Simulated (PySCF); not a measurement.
Simulated outer-valence photoelectron spectrum of `BNBC#C`. The calculation used EOM-IP-CCSD/aug-cc-pVDZ in PySCF, restricted Hartree–Fock reference, 5 core orbitals frozen, non-relativistic, gas phase, PBE0-D3(BJ)/def2-SVP geometry.

Each root has a Gaussian of 0.3 eV full width with its one-hole share as area; cross sections and vibrations are left out, and the highest printed point is 100.

| ionisation energy (eV) | intensity |
| --- | --- |
| 10.4 | 0 |
| 10.6 | 13 |
| 10.8 | 90 |
| 11.0 | 57 |
| 11.2 | 3 |
| 11.4 | 0 |
| 11.6 | 0 |
| 11.8 | 1 |
| 12.0 | 34 |
| 12.2 | 100 |
| 12.4 | 26 |
| 12.6 | 3 |
| 12.8 | 31 |
| 13.0 | 42 |
| 13.2 | 5 |
| 13.4 | 0 |
| 13.6 | 0 |
| 13.8 | 5 |
| 14.0 | 43 |
| 14.2 | 31 |
| 14.4 | 2 |
| 14.6 | 0 |
| 14.8 | 0 |
| 15.0 | 0 |
| 15.2 | 0 |
| 15.4 | 1 |
| 15.6 | 20 |
| 15.8 | 49 |
| 16.0 | 10 |
| 16.2 | 0 |
| 16.4 | 0 |
| 16.6 | 0 |
| 16.8 | 0 |
| 17.0 | 0 |
| 17.2 | 0 |
| 17.4 | 2 |
| 17.6 | 30 |
| 17.8 | 42 |
| 18.0 | 5 |

Where are the maxima, and how many lines lie under the curve?

6 maxima, at 10.9, 12.2, 12.9, 14.1, 15.8 and 17.7 eV, from 8 lines. At this width some lines have no maximum of their own.

List the lines with their holes.

| E (eV) | leading hole (HF orbital) | area | Koopmans (eV) |
| --- | --- | --- | --- |
| 10.84 | HOMO | 0.96 | 10.89 |
| 10.89 | HOMO-1 | 0.96 | 10.98 |
| 12.17 | HOMO-2 | 0.95 | 12.88 |
| 12.21 | HOMO-3 | 0.94 | 13.00 |
| 12.92 | HOMO-4 | 0.95 | 14.06 |
| 14.07 | HOMO-5 | 0.94 | 15.25 |
| 15.77 | HOMO-6 | 0.93 | 17.47 |
| 17.73 | HOMO-7 | 0.92 | 19.55 |

The widest gap, 1.96 eV, lies between 15.77 and 17.73 eV. Only orbitals with −ε under 21 eV, eight at most, were ionised, so the high end of the curve may lack lines.

The values belong to the conformer `[BH2:1][NH:2][BH:3][C:4]#[CH:5]`: B1–N2–B3–C4 180°.
